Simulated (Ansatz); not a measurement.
A nudged elastic band was laid between two geometries of CH₈AlBSi (12 atoms, charge 0, multiplicity 1).

All numbers below come from RKS B3LYP/def2-SVP in Ansatz 0.2.0.

- movable images: 3
- climbing image: yes
- spring: 5.0 eV/Å²
- optimiser: quadratic models (default)
- start path: through a guess of the saddle point
- force threshold: 0.03 eV/Å
- iteration limit: 60
- end points: relaxed

First end point:

```xyz
12
Properties=species:S:1:pos:R:3
B -1.679 1.792 -0.279
Si -1.389 0.243 0.919
Al 1.036 -0.217 0.559
C 1.670 -1.438 -0.841
H -1.938 1.632 -1.447
H -1.464 2.918 0.102
H -1.588 0.519 2.376
H -2.145 -0.995 0.546
H 2.096 0.525 1.486
H 2.370 -2.184 -0.424
H 0.865 -1.978 -1.364
H 2.242 -0.872 -1.599
```

Last end point:

```xyz
12
Properties=species:S:1:pos:R:3
B -1.772 1.688 -0.286
Si -1.341 0.241 0.996
Al 1.076 -0.143 0.514
C 1.679 -1.407 -0.861
H -2.091 1.432 -1.422
H -1.589 2.846 0.002
H -1.464 0.610 2.442
H -2.061 -1.050 0.756
H 2.157 0.689 1.336
H 0.872 -2.018 -1.296
H 2.162 -0.853 -1.688
H 2.450 -2.090 -0.460
```

(1) What changes between the two ends?

(2) Give the energies along the band, and the barrier.

(3) What is the geometry of the highest image?

Results:

(1) No bond is made or broken. The dihedral Si2–Al3–C4–H10 goes from -129 to -8°. The two ends are copies of one structure, up to a mirror image or an exchange of like atoms.

(2) It converged. The highest image is number 2 of 0 to 4, 0.8 kJ/mol above the ends, which have the same energy within 2 meV. The top lies less than 8 meV above the higher end, about what the thresholds resolve: that end is a shoulder or a very shallow well. Another band between the same ends (5 images) ends at a top of the same energy, where a vibrational analysis finds 1 clearly imaginary mode. So few images can step over the top or miss a turn of the path.

```json
{"image": "0", "path coordinate (Å)": "0.00", "energy (kJ/mol)": "0.0", "dihedral Si2–Al3–C4–H10 (°)": "-129"}
{"image": "1", "path coordinate (Å)": "1.10", "energy (kJ/mol)": "0.3", "dihedral Si2–Al3–C4–H10 (°)": "-100"}
{"image": "2", "path coordinate (Å)": "2.20", "energy (kJ/mol)": "0.8", "dihedral Si2–Al3–C4–H10 (°)": "-68"}
{"image": "3", "path coordinate (Å)": "3.09", "energy (kJ/mol)": "0.3", "dihedral Si2–Al3–C4–H10 (°)": "-35"}
{"image": "4", "path coordinate (Å)": "3.99", "energy (kJ/mol)": "0.0", "dihedral Si2–Al3–C4–H10 (°)": "-8"}
```

(3) 
```xyz
12
Properties=species:S:1:pos:R:3
B -1.715 1.577 -0.387
Si -1.315 0.275 1.052
Al 1.097 -0.226 0.657
C 1.654 -1.255 -0.921
H -2.012 1.198 -1.495
H -1.537 2.761 -0.224
H -1.472 0.789 2.448
H -2.047 -1.028 0.928
H 2.168 0.290 1.717
H 1.302 -2.300 -0.843
H 1.207 -0.851 -1.847
H 2.748 -1.284 -1.050
```

The run took 110 s on 2 threads of Arm Neoverse V1, with other jobs on the host, peak memory 0.21 GiB.
